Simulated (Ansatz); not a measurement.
`[CH3][Ge]([F])([Cl])[C]#N` + NH₃ → `[CH3][Ge]([NH2])([F])[Cl]` + `C#N` at 700 K and 1 bar (ligand exchange at a Ge–C bond).

Isolated molecules relaxed with PBE0-D4/def2-TZVP in Ansatz; ΔE leaves out vibrations. CCSD(T)/CBS adds triple-zeta CCSD(T) − MP2 to the extrapolated MP2 energy (def2 sets, frozen cores). This one scheme is used for every species. For Ge outer-core shells are correlated without core-valence functions, which leaves a few kJ/mol of doubt a bond. Scalar relativity is left out up to krypton. One conformer a species, not always the lowest.

```
                    species  CCSD(T)/CBS energy (Eh)  H − E (kJ/mol)  S (J/(mol·K))
`[CH3][Ge]([F])([Cl])[C]#N`              -2768.37719           209.7          501.3
                        NH₃                -56.50880           116.9          226.5
`[CH3][Ge]([NH2])([F])[Cl]`              -2731.56957           257.0          494.9
                      `C#N`                -93.32098            68.7          235.2
```

H − E and S are ideal-gas, rigid-rotor, harmonic terms from PBE0-D4/def2-TZVP, for one conformer and one mirror image of each species. 1 Eh = 2625.50 kJ/mol, R = 8.31446 J/(mol·K).

Task: By hand: ΔE, ΔH, ΔS and ΔG.

Result: ΔE = (-2731.56957) + (-93.32098) − (-2768.37719) − (-56.50880) = -0.00456 Eh = -12.0 kJ/mol. Δ(H − E) = 257.0 + 68.7 − 209.7 − 116.9 = -0.9, so ΔH = -12.9 kJ/mol. ΔS = 494.9 + 235.2 − 501.3 − 226.5 = 2.3 J/(mol·K). ΔG = -12.9 − 700 × (2.3)/1000 = -14.5 kJ/mol.

Task: By hand: the equilibrium constant, and the temperature at which ΔG would vanish if ΔH and ΔS stayed fixed.

Result: log₁₀ K = −ΔG/(RT ln 10) = 1.1. ΔH and −TΔS have one sign here, so there is no such temperature. One of them is within its doubt of zero, so this could turn.

The number of gas molecules stays the same, so ΔS is small and ΔH decides. A doubt of 5 kJ/mol in ΔE shifts log₁₀ K by 0.4 here. Other conformers and mirror images would add mixing entropy, several J/(mol·K) or more a flexible species. These are equilibria of isolated gas molecules and say nothing of rates. Largest T1 diagnostic: 0.014 (customary marks: 0.02 for closed shells, 0.045 for open ones).
